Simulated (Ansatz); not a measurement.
Relaxation of AlFH6N2O (11 atoms, charge 0, multiplicity 1), to a largest force component of 0.03 eV/Å in at most 50 steps.

Computed with Ansatz 0.2.0, RKS PBE-D4/def2-SVP.

```xyz
11
Properties=species:S:1:pos:R:3:forces:R:3
Al -0.100 -0.132 -0.141 0.05 0.39 0.05
F -0.303 -0.408 1.520 -0.03 0.08 0.18
N 1.551 0.023 -0.817 -0.02 0.03 0.00
H 1.999 -0.692 -1.392 0.00 0.00 0.01
H 1.999 0.925 -0.991 0.00 -0.01 0.01
N -1.600 -0.308 -1.075 0.06 0.03 -0.01
H -2.527 -0.427 -0.662 -0.02 -0.03 0.00
H -1.675 -0.170 -2.085 0.00 0.02 0.03
O 0.212 2.388 1.387 -0.16 -0.83 0.03
H 1.181 2.318 1.492 -0.01 0.03 0.00
H -0.095 1.648 1.975 0.14 0.29 -0.31
```

**Question.** Where does it end, and by what steps?

**Answer.** The run converged. After 17 steps the energy has fallen by 0.787 eV; H4 moved furthest, 1.23 Å. Joined: Al1–O9 (2.96 → 2.01 Å).

```
step  energy less start (eV)  largest force component (eV/Å)  accepted
   0                  0.0000                           0.830       yes
   1                 -0.1240                           0.784       yes
   2                 -0.3134                           0.932       yes
   3                 -0.4904                           0.449       yes
   4                 -0.5025                           0.512       yes
   5                 -0.5426                           0.212       yes
   6                 -0.5565                           0.103       yes
   7                 -0.5939                           0.272       yes
   8                 -0.6289                           0.508       yes
   9                 -0.6814                           0.398       yes
  10                 -0.7250                           0.487       yes
  11                 -0.7325                           0.835       yes
  12                 -0.7572                           0.421       yes
  13                 -0.7769                           0.333       yes
  14                 -0.7805                           0.469       yes
  15                 -0.7862                           0.057       yes
  16                 -0.7868                           0.038       yes
  17                 -0.7870                           0.016       yes
```

```xyz
11
Properties=species:S:1:pos:R:3
Al -0.200 0.056 0.112
F -0.186 -0.916 1.504
N 1.505 0.441 -0.545
H 2.273 -0.195 -0.304
H 1.640 0.719 -1.523
N -1.600 0.012 -0.993
H -2.564 -0.167 -0.707
H -1.554 0.120 -2.006
O 0.086 1.800 1.067
H 1.002 1.677 0.591
H 0.240 1.618 2.015
```

Whether the end is a true minimum wasn't checked by a vibrational analysis.

Time of the run: 31 s on 2 threads of Arm Neoverse V2 (shared host), peak memory 0.15 GiB.
